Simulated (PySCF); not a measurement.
## Ni¹⁵⁺ (nickel, charge +15) across methods

[Ne] 3s2 3p1, 2P determinant. All numbers are calculated (PySCF 2.14, no relativity, point nucleus, in an even-tempered Gaussian basis (17 s from 0.93 bohr⁻², ratio 2.5; 11 p from 1.2 bohr⁻², ratio 2.5; 5 d from 6.3 bohr⁻², ratio 2.7; 4 f from 9.5 bohr⁻², ratio 2.7)).

| method | E (hartree) | mean ε 3s α (eV) | mean ε 3s β (eV) | mean ε 3p α (eV) | Σ⟨r²⟩ (bohr²) | ⟨S²⟩ |
| --- | --- | --- | --- | --- | --- | --- |
| PBE0 | -1399.313 | -519.47 | -514.49 | -482.18 | 1.833 | 0.751 |
| LDA | -1396.709 | -514.58 | -511.00 | -477.29 | 1.834 | 0.750 |
| r2SCAN | -1399.474 | -516.03 | -511.38 | -478.96 | 1.836 | 0.752 |
| PBEsol | -1398.019 | -514.60 | -510.67 | -477.47 | 1.833 | 0.751 |
| UHF | -1398.98025 | -532.08 | -523.42 | -494.19 | 1.837 | 0.753 |
| r2SCAN0 | -1399.487 | -520.29 | -514.75 | -483.00 | 1.835 | 0.752 |
| PBE | -1399.250 | -514.87 | -510.98 | -477.84 | 1.833 | 0.751 |
